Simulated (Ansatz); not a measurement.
Consider the substitution at a C–C bond: `CCC(C)(C)C(C)=O` + HBr → `CBr` + `CCC(C)C(C)=O`.

Isolated molecules relaxed with PBE0-D4/def2-TZVP in Ansatz; ΔE leaves out vibrations. CCSD(T)/CBS adds triple-zeta CCSD(T) − MP2 to the extrapolated MP2 energy (def2 sets, frozen cores). DFT in def2-TZVPP. For Br outer-core shells are correlated without core-valence functions, which leaves a few kJ/mol of doubt a bond. Scalar relativity is left out up to krypton. Each species was taken in one conformer, which may not be the lowest.

```tsv
level	ΔE (kJ/mol)
PBE-D4	11.1
B97M-V	17.8
CAM-B3LYP-D4	14.2
ωB97M-V	17.4
r2SCAN	11.8
LC-ωPBE	12.1
MP2/def2-QZVPP	21.8
SCS-MP2/def2-QZVPP	15.0
```

Q: What does CCSD(T)/CBS give? (An estimate is asked.)

A: Computed: +18.9 kJ/mol. The listed levels differ from it by -7.8, -1.1, -4.7, -1.5, -7.1, -6.8, 2.9, -3.9 kJ/mol.

Largest T1 diagnostic among the species: 0.012.

At CCSD(T), def2-SVP lies +18.1 kJ/mol from the extrapolated value and def2-TZVPP +0.9 kJ/mol. From PBE to PBE0 (25 % exact exchange), in def2-TZVPP and without D4, ΔE moves by +3.5 kJ/mol. Leaving LDA and LC-ωPBE aside and taking each functional with its dispersion term where it has one, the values, not all of them listed here, spread over 11.5 kJ/mol, from B2PLYP to B97M-V. LDA lies +26.2 kJ/mol from PBE without D4.

CCSD(T)/CBS has its own doubt, a few kJ/mol and more with outer-core shells, so smaller differences from it don't rank the levels.
